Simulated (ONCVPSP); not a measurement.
Cutoff test, Al (Z = 13), ONCV

- Element: Al (Z = 13)
- Generator: ONCVPSP 4.0.1
- Type: optimised norm-conserving Vanderbilt (ONCV)
- Functional: PBE
- Relativity: scalar-relativistic
- Frozen core: [Ne]
- Valence charge: 3
- Reference configuration: 3s2 3p1
- Partial waves: 3s: rc 2.10 bohr, ncon 4, nbas 8, qcut 3.8 1/bohr, 3 projectors, debl 3.1 Ha; 3p: rc 2.45 bohr, ncon 4, nbas 9, qcut 2.8 1/bohr, 2 projectors, debl 1.1 Ha; d scattering state at 0.44 Ha: rc 1.95 bohr, ncon 4, nbas 8, qcut 4.5 1/bohr, 2 projectors, debl 0.9 Ha
- Local potential: polynomial inside 1.45 bohr (lpopt 5, dvloc0 2 Ha)
- Core correction: Teter function, fcfact 3.5, rcfact 1.4

Q: For each optimised wave give the share of its norm inside rc, the residual kinetic energy above qcut (Ha) and the cutoffs (Ha) for errors of 10, 1, 0.1 and 0.01 mHa per electron.

A:

```csv
wave,norm inside rc,residual KE,10 mHa,1 mHa,0.1 mHa,0.01 mHa
3s,0.371,9.7e-05,3.4,5.4,7.4,30.4
s projector 2,0.164,1.4e-02,7.4,13.4,44.5,52.6
s projector 3,0.112,2.7e-01,14.6,32.2,56.1,63.5
3p,0.284,4.6e-05,1.3,2.0,2.9,18.5
p projector 2,0.150,1.6e-04,2.3,2.8,5.4,16.6
d projector 1,0.287,1.3e-03,6.6,10.7,50.5,62.0
d projector 2,0.319,7.0e-03,9.5,13.7,33.3,59.0
```

The occupied waves need 5.4 Ha and 7.4 Ha for 1 and 0.1 mHa. The cutoffs count occupied waves only; projector 3 of the s channel, the hardest unoccupied one, needs 32 Ha at the loose tolerance.
